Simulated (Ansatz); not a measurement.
Mulliken charges of `OC(O)=[Se]` from ωB97M-V/def2-TZVPP in Ansatz (PBE0-D4/def2-TZVP geometry).

```json
{"atom": "O1", "x (Å)": "0.500", "y (Å)": "1.121", "z (Å)": "-0.440", "charge (e)": "-0.197"}
{"atom": "C2", "x (Å)": "0.001", "y (Å)": "-0.016", "z (Å)": "-0.013", "charge (e)": "0.228"}
{"atom": "O3", "x (Å)": "0.479", "y (Å)": "-0.284", "z (Å)": "1.181", "charge (e)": "-0.197"}
{"atom": "Se4", "x (Å)": "-1.157", "y (Å)": "-1.046", "z (Å)": "-0.920", "charge (e)": "-0.288"}
{"atom": "H5", "x (Å)": "0.128", "y (Å)": "1.284", "z (Å)": "-1.316", "charge (e)": "0.226"}
{"atom": "H6", "x (Å)": "0.091", "y (Å)": "-1.124", "z (Å)": "1.462", "charge (e)": "0.226"}
```

Question: By hand: the dipole of these point charges (1 e Å = 4.8032 D).

Answer: Σ q r = (0.190, 0.169, 0.149) e Å, of length 0.295 e Å = 1.42 D.

Question: How does the dipole of the full density compare? (An estimate is asked.)

Answer: The calculation gave: (0.137, 0.122, 0.108) e Å, 1.02 D; the point charges give 1.39 times that, at 0° from its direction.

Point charges leave out the atoms' own dipoles, such as those of lone pairs, and Mulliken's split depends on the basis, so the two needn't agree.
